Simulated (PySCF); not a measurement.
**Relaxation of triplet OsS₃**

Computed with UPBE0 in PySCF with Os def2-SVP with ECP60, S def2-SVP; scalar-relativistic core potentials, no spin–orbit coupling; density-fitted integrals. A (50,194) grid was used.

A start displaced from a saddle point along its imaginary mode, of Cs symmetry, held to at least that symmetry:

```xyz
4
charge 0 multiplicity 3, angstrom
Os   -0.0120    0.0208   -0.1172
S     2.1094   -0.0968    0.2268
S    -1.0693    1.8487    0.2500
S    -0.9679   -1.8767    0.2268
```

Optimiser trace:
| step | E − E(last) (kJ/mol) | largest gradient (Eh/bohr) |
| --- | --- | --- |
| 0 | 7.57 | 0.02130 |
| 1 | 1.55 | 0.00453 |
| 2 | 0.16 | 0.00130 |
| 3 | 0.02 | 0.00067 |
| 4 | 0.00 | 0.00041 |
| 5 | 0.00 | 0.00005 |

It ends at Cs with Os–S 2.091 Å, Os–S 2.118 Å (×2); S–Os–S 111.6°, S–Os–S 117.2° (×2) (after a last refinement on a finer grid). No frequency check is given, so it may be a saddle point. Other isomers or separated fragments may lie lower.

Final geometry:
```xyz
4
charge 0 multiplicity 3, angstrom
Os   -0.0093    0.0161   -0.1561
S     2.0581   -0.0602    0.2982
S    -1.0281    1.7775    0.3255
S    -0.9740   -1.8140    0.2982
```

With open d or f shells other occupations or spin states may lie lower. At this level a singlet minimum of D3h symmetry lies 85 kJ/mol below this structure. No spin–orbit coupling is included, which matters more the heavier the element.
